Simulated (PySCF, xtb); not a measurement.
Si(H)(Cl)(OH)(OEt) (C2H7ClO2Si), SMILES CCO[SiH](O)Cl. The values are those of a single conformer.

Harmonic wavenumbers (cm⁻¹) from xtb with GFN2-xTB at its own minimum, in rising order: 31, 83, 109, 149, 193, 218, 272, 308, 365, 485, 665, 679, 757, 818, 831, 939, 1009, 1098, 1145, 1157, 1265, 1346, 1400, 1476, 1482, 1492, 2378, 2906, 2926, 3047, 3049, 3051, 3645.

Question: What does PBE0-D3(BJ)/def2-SVP (PySCF) give at its own minimum? (An estimate is asked for; the answer gives what the named calculation found.)

Answer: 25, 66, 115, 181, 248, 282, 322, 341, 388, 542, 752, 789, 812, 840, 878, 950, 1005, 1124, 1173, 1195, 1313, 1377, 1426, 1453, 1475, 1501, 2325, 3031, 3064, 3083, 3166, 3167, 3929. Paired by order, the mean absolute difference is 54 cm⁻¹ and the zero-point energies are 58.3 and 60.5 kcal/mol.
